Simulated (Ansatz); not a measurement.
Relaxation of TaS₂ with UKS r2SCAN-D4/def2-TZVP.

```sh
$ ansatz run in.yaml --threads 4 --pin off --events-out ev --progress --plain --max-ram 3916MiB
```

```yaml
crystal:
  periodic: [false, false, false]
  atoms:
    - {symbol: Ta, position_ang: [-1.185740, 0.731120, -0.088270]}
    - {symbol: S, position_ang: [0.583690, -0.503310, -0.969570]}
    - {symbol: S, position_ang: [0.602040, -0.227810, 1.057840]}
basis:
  gaussian: {orbitals: def2-TZVP}
magnetization: {spin_polarized: true, initial_magnetization: 1}
hamiltonian: {xc: r2scan, dispersion: d4}
scf: {lower_state_search: "off"}
output: {orbitals: {seedname: orbitals}}
relax: {f_tol: 0.02, max_steps: 100}
```

It took 9 s on 4 threads of Arm Neoverse V2 on a shared host.

Positions (Å) and forces (eV/Å) at steps 1, 3 of 3:

```xyz
3
step=1 energy=-23220.9305 eV
Ta   -1.186    0.731   -0.088    0.196   -0.121    0.013
S     0.584   -0.503   -0.970   -0.102    0.019   -0.320
S     0.602   -0.228    1.058   -0.094    0.102    0.307
3
step=3 energy=-23220.9354 eV
Ta   -1.178    0.726   -0.088   -0.003    0.002   -0.001
S     0.580   -0.502   -0.980    0.001   -0.001   -0.004
S     0.598   -0.224    1.068    0.002    0.000    0.005
```

In the def2 sets Ta takes a core potential; there is no spin–orbit coupling. The charge 0 doublet is spin-contaminated (final ⟨S²⟩ up to 1.50, 0.75 for a pure state). The relaxation made no stability test and no search for a lower SCF solution. No other spin state of charge 0 was run. Another isomer (doublet) lies 2.44 eV lower at PBE0-D4/def2-TZVP; other spin states weren't run for this one.
